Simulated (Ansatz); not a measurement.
The cluster Cs₃H₄⁻. Total charge -1; singlet. Geometry PBE-D4/def2-TZVPD.

Cartesian coordinates in Å:
```
Cs -2.8613 1.7143 2.6944
Cs -0.0205 0.0056 -0.0253
Cs 2.8826 -1.7186 -2.6632
H -3.0228 -0.0316 0.6666
H 1.9010 -2.3928 -0.2617
H -0.2143 1.9547 2.3484
H 1.3351 0.4685 -2.7592
```

In the def2 sets Cs takes a core potential; there is no spin–orbit coupling. Another isomer (singlet) lies 0.60 eV lower at PBE0-D4/def2-TZVPD; other spin states weren't run for this one.

**Question.** Estimate the orbital energies around the gap (eV) in Ansatz with PBE-D4/def2-TZVPD, r2SCAN-D4/def2-TZVPD, PBE0-D4/def2-TZVPD, ωB97M-V/def2-TZVPD.

**Answer.** 
```
orbital  PBE-D4/def2-TZVPD  r2SCAN-D4/def2-TZVPD  PBE0-D4/def2-TZVPD  ωB97M-V/def2-TZVPD
 HOMO−9              -9.37                 -9.80              -10.77              -13.11
 HOMO−8              -9.26                 -9.67              -10.66              -12.99
 HOMO−7              -9.26                 -9.67              -10.65              -12.99
 HOMO−6              -8.37                 -8.66               -9.62              -11.84
 HOMO−5              -8.36                 -8.65               -9.61              -11.83
 HOMO−4              -8.20                 -8.48               -9.46              -11.71
 HOMO−3              -0.58                 -0.56               -1.42               -3.50
 HOMO−2              -0.27                 -0.26               -1.08               -3.08
 HOMO−1              -0.21                 -0.23               -1.05               -3.05
   HOMO              -0.21                 -0.23               -1.05               -3.05
   LUMO               1.19                  1.53                1.50                1.70
 LUMO+1               1.19                  1.53                1.51                1.71
 LUMO+2               1.87                  2.21                2.14                2.27
 LUMO+3               1.87                  2.21                2.15                2.28
 LUMO+4               1.93                  2.29                2.22                2.41
 LUMO+5               1.93                  2.30                2.22                2.41
```
